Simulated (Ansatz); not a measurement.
## Molecular dynamics of ClH$_{3}$Sn

The input (input.yaml):

```yaml
crystal:
  periodic: [false, false, false]
  atoms:
    - { symbol: Sn, position_ang: [0.00039, 0.0, -0.050362] }
    - { symbol: Cl, position_ang: [0.000112, 0.0, 2.339219] }
    - { symbol: H, position_ang: [1.657987, 0.0, -0.538802] }
    - { symbol: H, position_ang: [-0.828345, 1.435387, -0.539127] }
    - { symbol: H, position_ang: [-0.828345, -1.435387, -0.539127] }
basis:
  gaussian: { orbitals: def2-SVP }
hamiltonian:
  xc: revpbe
md:
  timestep: 0.5
  n_steps: 300
  ensemble: nve
  temperature: 1000.0
  initial_velocities: maxwell_boltzmann
  seed: 395764
```

Command:

```bash
$ ansatz run input.yaml --threads 1 --pin off --max-ram 2048MiB --backend cpu --events-out ev --progress --plain --runs-dir out
```

It starts from a relaxed structure.

Output, in part (step lines, the closing report, with atoms numbered from 0):

```
md step     0: t =     0.00 fs  T =  1000.0 K  F+E_penalty+E_count = -18398.25389833 eV  E_kin = 0.387780 eV  conserved = -18397.86611834 eV  (23 SCF iters)
md step     1: t =     0.50 fs  T =   972.3 K  F+E_penalty+E_count = -18398.24287396 eV  E_kin = 0.377046 eV  conserved = -18397.86582843 eV  (24 SCF iters)
md step     2: t =     1.00 fs  T =   897.0 K  F+E_penalty+E_count = -18398.21330253 eV  E_kin = 0.347836 eV  conserved = -18397.86546695 eV  (24 SCF iters)
md step     3: t =     1.50 fs  T =   786.8 K  F+E_penalty+E_count = -18398.17021209 eV  E_kin = 0.305120 eV  conserved = -18397.86509248 eV  (24 SCF iters)
md step     4: t =     2.00 fs  T =   655.8 K  F+E_penalty+E_count = -18398.11903287 eV  E_kin = 0.254291 eV  conserved = -18397.86474230 eV  (24 SCF iters)
md step     5: t =     2.50 fs  T =   517.1 K  F+E_penalty+E_count = -18398.06497484 eV  E_kin = 0.200537 eV  conserved = -18397.86443779 eV  (26 SCF iters)
md step     6: t =     3.00 fs  T =   382.9 K  F+E_penalty+E_count = -18398.01265560 eV  E_kin = 0.148467 eV  conserved = -18397.86418839 eV  (26 SCF iters)
md step     7: t =     3.50 fs  T =   262.8 K  F+E_penalty+E_count = -18397.96591886 eV  E_kin = 0.101923 eV  conserved = -18397.86399556 eV  (26 SCF iters)
[... lines left out ...]
md step   297: t =   148.50 fs  T =   790.5 K  F+E_penalty+E_count = -18398.17181255 eV  E_kin = 0.306527 eV  conserved = -18397.86528578 eV  (24 SCF iters)
md step   298: t =   149.00 fs  T =   718.5 K  F+E_penalty+E_count = -18398.14365050 eV  E_kin = 0.278619 eV  conserved = -18397.86503197 eV  (25 SCF iters)
md step   299: t =   149.50 fs  T =   629.3 K  F+E_penalty+E_count = -18398.10883433 eV  E_kin = 0.244048 eV  conserved = -18397.86478630 eV  (24 SCF iters)
md step   300: t =   150.00 fs  T =   532.1 K  F+E_penalty+E_count = -18398.07091083 eV  E_kin = 0.206348 eV  conserved = -18397.86456329 eV  (24 SCF iters)
Total energy: -18398.07095509 eV, -676.1166369391 hartree
Atom 0 at    -0.000157    -0.001240    -0.047855 Å, force     0.747505     1.198156    -0.769784 eV/Å
Atom 1 at    -0.000131     0.000092     2.334827 Å, force    -0.001901    -0.016880     0.030562 eV/Å
Atom 2 at     1.781071     0.011168    -0.596735 Å, force    -1.259475    -0.005057     0.398446 eV/Å
Atom 3 at    -0.877120     1.537904    -0.585252 Å, force     0.594996    -1.000244     0.362346 eV/Å
Atom 4 at    -0.829674    -1.406347    -0.575825 Å, force    -0.081125    -0.175975    -0.021570 eV/Å
Dipole moment:    -0.027238    -0.048491    -0.451598 e Å
```

The steps, from the saved trajectory:

```csv
time (fs),T (K),potential energy less start (eV),conserved less start (meV/atom)
0.0,1000,0.000,0.00
5.0,56,0.369,0.48
10.0,890,0.043,0.08
15.0,50,0.372,0.62
20.0,738,0.103,0.22
25.0,178,0.321,0.45
30.0,855,0.056,0.00
35.0,563,0.170,0.15
40.0,282,0.280,0.41
45.0,523,0.186,0.32
50.0,367,0.247,0.36
55.0,936,0.025,0.01
60.0,61,0.366,0.46
65.0,809,0.075,0.13
70.0,126,0.342,0.60
75.0,784,0.085,0.20
80.0,164,0.326,0.44
85.0,802,0.077,0.04
90.0,476,0.204,0.23
95.0,401,0.234,0.37
100.0,473,0.206,0.34
105.0,471,0.206,0.26
110.0,803,0.077,0.04
115.0,140,0.336,0.43
120.0,740,0.102,0.19
125.0,231,0.301,0.52
130.0,777,0.087,0.17
135.0,140,0.336,0.43
140.0,776,0.087,0.10
145.0,402,0.234,0.34
150.0,532,0.183,0.31
```

All steps were run. The conserved energy stayed within 0.66 meV per atom of its start (net change 0.31 meV per atom), so the integration is sound. The temperature averaged 0.50 of the 1000 K drawn at the start: a run that starts near a minimum puts about half its kinetic energy into the potential. A run of 0.15 ps of so small a system gives no equilibrium averages.

The same pairs are bonded in the first frame and the last. Pairs count as bonded within 1.25 times the sum of covalent radii (0.12 Å more for H–H).

Last frame:

```xyz
5
Properties=species:S:1:pos:R:3
Sn 0.000 -0.001 -0.048
Cl 0.000 0.000 2.335
H 1.781 0.011 -0.597
H -0.877 1.538 -0.585
H -0.830 -1.406 -0.576
```

Run time: 4.8 min on 1 thread of Arm Neoverse V2 (shared host), peak memory 0.097 GiB.
